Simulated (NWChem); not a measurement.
# CH5Al; SMILES [CH3][AlH2]

Computed with NWChem. Coordinates come from a PBE0/def2-SVP optimisation.

Diagonal of the polarisability tensor at B3LYP/def2-SVPD, 589 nm: 45.69, 53.24, 38.56 bohr³.

Question: Find the mean polarisability volume, the molar refraction, and the refractive index that an ideal gas of it would have at 273.15 K and 1 atm.

Answer: 
1. Mean: one third of the trace = 45.83 bohr³ × 0.14818 Å³/bohr³ = 6.79 Å³.
2. Molar refraction (Lorentz-Lorenz): (4π/3) N_A α = 17.1 cm³/mol.
3. Number density p/kT = 2.687 × 10⁻⁵ Å⁻³; n − 1 = 2π N α = 11.46 × 10⁻⁴.
